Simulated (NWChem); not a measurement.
# C$_{3}$H$_{6}$OSi; SMILES CC#C[SiH2]O

```xyz
11

C      3.0981     0.0098     0.0912
C      1.6422     0.0767     0.1491
C      0.4266     0.1292     0.2036
Si    -1.3928     0.2156     0.2774
O     -2.1172    -0.7208    -0.8962
H      3.5321     0.9882    -0.1473
H      3.5157    -0.3180     1.0509
H      3.4294    -0.7005    -0.6761
H     -1.8842    -0.3318     1.5619
H     -1.7842     1.6474     0.1538
H     -1.8517    -0.5376    -1.8082
```
Atoms are numbered in this order, from 1.

All runs: NWChem. Pople sets run with spherical d functions. All runs use the structure optimised with B3LYP/6-31G* (spherical d). Atomic charges in e: unrestrained fits to the electrostatic potential beside Mulliken populations; buried atoms are poorly determined by the fit.

For level B3LYP/def2-SVP:

```
Property      Value
------------  -----
Mulliken C1    0.08
Mulliken C2    0.03
Mulliken C3   -0.41
ESP Si4        0.90
Mulliken Si4   0.62
ESP O5        -0.68
Mulliken O5   -0.40
```

**Question.** What are these values for level Hartree-Fock/6-31G*?

**Answer.** 
* **Mulliken C1**: -0.56
* **Mulliken C2**: 0.24
* **Mulliken C3**: -0.52
* **ESP Si4**: 1.07
* **Mulliken Si4**: 0.95
* **ESP O5**: -0.80
* **Mulliken O5**: -0.89
